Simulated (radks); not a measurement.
Problem. Valence configurations of the silicon ion Si3+ (all share [Ne]). All-electron calculation, Dirac Kohn-Sham, PBE, spin-unpolarised, spherical densities, point nucleus; open shells fill j = l - 1/2 first. Program: a radial shooting solver on a logarithmic mesh with Libxc functionals. Order these by energy: 3s0.5 3p0.5; 3p1; 3s1.

Solution. From the lowest, in eV above it: 3s1 0.000; 3s0.5 3p0.5 4.332; 3p1 8.671. NIST lists [Ne] 3s1 as the ground configuration; this level of theory agrees among the configurations tried. The energies are those of spherical spin-averaged densities, not of single terms.
